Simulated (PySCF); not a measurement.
B(H)(Me)(OMe) (C₂H₇BO), SMILES CBOC. Geometry: PBE-D3(BJ)/def2-SVP. Other conformers were not sampled.

Task: Give the equilibrium geometry at PBE-D3(BJ)/def2-SVP (PySCF confirms it by a frequency run) as Cartesian coordinates in Å, and its point group. (An estimate is asked for; the answer gives what the named calculation found.)

Result: Several could match; the one computed here: point group Cs.
```xyz
11

B     -0.4567     0.5329     0.0000
H     -1.6640     0.3030     0.0000
C      0.1142     1.9951     0.0000
H     -0.2673     2.5532     0.8829
H     -0.2673     2.5532    -0.8829
H      1.2209     2.0397     0.0000
O      0.4015    -0.5199     0.0000
C     -0.0360    -1.8689     0.0000
H      0.3628    -2.3843    -0.8984
H      0.3628    -2.3843     0.8984
H     -1.1452    -1.9429     0.0000
```
